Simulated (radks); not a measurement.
Problem. Ca, 20 electrons, occupied as [Ar] 4s1.5 4p0.5 (fractional occupations, a model configuration). All-electron calculation, scalar-relativistic Kohn-Sham, SCAN, spin-unpolarised, spherical densities, finite nucleus; meta-GGA in the generalised Kohn-Sham scheme; Fermi nuclear charge, rms radius 3.4776 fm. Program: a radial shooting solver on a logarithmic mesh with Libxc functionals. Some entries of the table are withheld. Estimate them.

| orbital | occ. | eigenvalue (hartree) | <r^2> (bohr^2) |
|---|---|---|---|
| 1s | 2 | (1) | 0.007950 |
| 2s | 2 | -15.50856 | (2) |
| 2p | 6 | (3) | 0.1325 |
| 3s | 2 | (4) | (5) |
| 3p | 6 | -1.08983 | 1.895 |
| 4s | 1.5 | -0.15307 | 19.02 |
| 4p | 0.5 | (6) | 31.26 |

Solution. 
(1) 1s eigenvalue (hartree): -145.8342
(2) 2s <r^2> (bohr^2): 0.1561
(3) 2p eigenvalue (hartree): -12.49634
(4) 3s eigenvalue (hartree): -1.82584
(5) 3s <r^2> (bohr^2): 1.540
(6) 4p eigenvalue (hartree): -0.05996
